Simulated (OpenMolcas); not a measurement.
Ionisation energies of potassium

* Program: OpenMolcas
* Basis: ANO-R2 [5s4p2d1f]
* Scalar Hamiltonian: X2C, finite nucleus
* Spin-orbit coupling: state interaction with AMFI integrals over the reference wave functions, term energies averaged over their components

Active shells in each charge state: the valence s, p shells, with orbitals averaged over the low states. Where CASPT2's correlated closed shells are named, they are those of the first ion.

A. CASSCF
B. SS-CASPT2, IPEA 0.25 Eh, imaginary shift 0.1 Eh (closed shells correlated: 3s 3p)
C. SS-CASPT2, IPEA 0 Eh, imaginary shift 0.1 Eh (closed shells correlated: 3s 3p)
D. SS-CASPT2, IPEA 0.25 Eh, imaginary shift 0.1 Eh (closed shells correlated: none)
E. SS-CASPT2, IPEA 0.25 Eh, imaginary shift 0.1 Eh (closed shells correlated: 2s 2p 3s 3p)

Energies in eV between the lowest computed levels, named as in B; reference values from the NIST Atomic Spectra Database with their kind.

| From | To | A | B | C | D | E | Spin-orbit share in B | Reference |
| --- | --- | --- | --- | --- | --- | --- | --- | --- |
| K 4s ²S_1/2 | K+ 3p⁶ ¹S₀ | 4.018 | 4.241 | 4.258 | 4.018 | 4.242 | +0.000 | 4.341 (measured) |

Error against the reference values, in %:

| From | Reference | A | B | C | D | E |
| --- | --- | --- | --- | --- | --- | --- |
| K | measured | -7.4 | -2.3 | -1.9 | -7.4 | -2.3 |

Absolute error against the one measured value: A 0.32 eV, B 0.10 eV, C 0.08 eV, D 0.32 eV, E 0.10 eV.
